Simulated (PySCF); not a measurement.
Br₂Hf, SMILES [Br][Hf][Br], multiplicity 1. Atoms are numbered in the order given.

```xyz
3

Hf     0.0000     0.0000    -0.2833
Br     0.0000     2.4125     0.2913
Br     0.0000    -2.4125     0.2913
```

Coordinates come from a PBE-D3(BJ)/def2-SVP optimisation. The spin state was assumed, not searched. The def2 effective core potentials stand for the cores of Hf; spin–orbit coupling is left out.

Level of theory: TDDFT-PBE/def2-SVPD in PySCF 2.14.0.

Vertical excitations. Isolated molecule, no solvent. State labels are in the subgroup C2v.

Problem. List the lowest excited states. (The exact figures need the calculation; the answer reports its results.)

Solution. 
```json
[
 {"state": "S1", "symmetry": "B1", "energy (eV)": "1.43", "λ (nm)": "867", "f": "0.001", "main pairs": "HOMO→LUMO 104 %"},
 {"state": "S2", "symmetry": "A1", "energy (eV)": "1.43", "λ (nm)": "866", "f": "0.001", "main pairs": "HOMO→LUMO+1 104 %"},
 {"state": "S3", "symmetry": "A2", "energy (eV)": "1.77", "λ (nm)": "699", "f": "0.000", "main pairs": "HOMO→LUMO+2 100 %"},
 {"state": "S4", "symmetry": "B2", "energy (eV)": "1.86", "λ (nm)": "666", "f": "0.000", "main pairs": "HOMO→LUMO+3 100 %"},
 {"state": "S5", "symmetry": "B1", "energy (eV)": "3.75", "λ (nm)": "331", "f": "0.000", "main pairs": "HOMO−1→LUMO+1 95 %"},
 {"state": "S6", "symmetry": "A1", "energy (eV)": "3.76", "λ (nm)": "330", "f": "0.000", "main pairs": "HOMO−1→LUMO 79 %, HOMO−2→LUMO+1 21 %"},
 {"state": "S7", "symmetry": "B1", "energy (eV)": "3.81", "λ (nm)": "325", "f": "0.000", "main pairs": "HOMO−2→LUMO 94 %"},
 {"state": "S8", "symmetry": "A2", "energy (eV)": "3.83", "λ (nm)": "324", "f": "0.000", "main pairs": "HOMO−3→LUMO 99 %"},
 {"state": "S9", "symmetry": "B2", "energy (eV)": "3.84", "λ (nm)": "323", "f": "0.001", "main pairs": "HOMO−3→LUMO+1 98 %"},
 {"state": "S10", "symmetry": "A1", "energy (eV)": "3.86", "λ (nm)": "321", "f": "0.003", "main pairs": "HOMO−2→LUMO+1 76 %, HOMO−1→LUMO 18 %"},
 {"state": "T1", "symmetry": "B1", "energy (eV)": "0.11", "λ (nm)": "11600", "f": "0", "main pairs": "HOMO→LUMO 100 %"},
 {"state": "T2", "symmetry": "A1", "energy (eV)": "0.11", "λ (nm)": "11262", "f": "0", "main pairs": "HOMO→LUMO+1 100 %"},
 {"state": "T3", "symmetry": "A2", "energy (eV)": "1.40", "λ (nm)": "885", "f": "0", "main pairs": "HOMO→LUMO+2 100 %"},
 {"state": "T4", "symmetry": "B2", "energy (eV)": "1.49", "λ (nm)": "830", "f": "0", "main pairs": "HOMO→LUMO+3 100 %"}
]
```
Triplets are in the Tamm–Dancoff approximation, which puts them higher than full response would, so one can lie above its singlet here.
